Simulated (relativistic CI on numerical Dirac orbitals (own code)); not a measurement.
# Energy levels of Xe²⁴⁺

Method of calculation: Dirac-Coulomb-Breit CI, orbitals from a KLI potential per configuration, model QED, unscaled Slater integrals (own radial code, finite nucleus).

CI space (outside the closed core [Ar] 3d10): 4s2, 4s.4p, 4p2, 4s.4d, 4d2, 4s.4f, 4p.4d, 4f2, 4p.4f, 4d.4f, 4s.5s, 4s.5p, 4s.5d, 4s.5f, 4s.5g, 4s.6s. Levels of other configurations are missing.

```
No.  Configuration  Term  J  E (10³ cm⁻¹)    %  Next component (%)
 41            4d2    3P  1        2567.5  100                    
 42            4d2    3P  2        2584.2   83               10 1D
 43          4p.4f    1F  3        2591.2   51               19 3G
 44          4p.4f    3G  5        2594.6  100                    
 45          4p.4f    3F  4        2613.9   50           29 4d2 3F
 46          4p.4f    3F  3        2616.9   45               38 3D
 47          4p.4f    3D  2        2619.3   68               25 3F
 48          4p.4f    3D  1        2622.8  100                    
 49            4d2    1S  0        2656.3   90                8 3P
 50          4p.4f    1D  2        2685.8   65           20 4d2 1D
 51          4p.4f    1G  4        2711.1   57           36 4d2 1G
 52          4s.5s    3S  1        2783.0  100                    
 53          4s.5s    1S  0        2816.5  100                    
 54          4s.5p   3P°  0        2989.5  100                    
 55          4s.5p   3P°  1        2993.5   76              24 1P°
 56          4s.5p   3P°  2        3052.4  100                    
 57          4s.5p   1P°  1        3062.9   75              24 3P°
 58          4d.4f   3H°  4        3249.2   83              16 1G°
 59          4d.4f   3H°  5        3264.4   99               1 3G°
 60          4d.4f   1G°  4        3266.0   67              15 3H°
 61          4d.4f   3F°  2        3270.5   86              13 1D°
 62          4d.4f   3F°  3        3278.8   96               2 3G°
 63          4d.4f   3H°  6        3281.3  100                    
 64          4d.4f   3F°  4        3291.8   82              16 1G°
 65          4d.4f   1D°  2        3303.8   79              12 3F°
 66          4d.4f   3G°  3        3321.9   90               7 1F°
 67          4d.4f   3P°  2        3333.8   51              41 3D°
 68          4d.4f   3D°  1        3334.6   66              30 3P°
 69          4d.4f   3G°  4        3335.2   96               2 3F°
 70          4d.4f   3D°  3        3343.6   84               8 1F°
```

Energies count from the lowest computed level; ° marks odd parity.

The mean weight of the leading LS term, summed over parents, in these 30 levels is 81 %, and that of the leading jj configuration (from the same eigenvectors) 77 %.

At this charge energies of transitions that change n are usually good to better than 1 %, and those within a shell (Δn = 0) to a few per cent.

LS names give the leading component of a level, which can be under half, so a name can repeat, a term be missing and a line seem to break the LS rules.
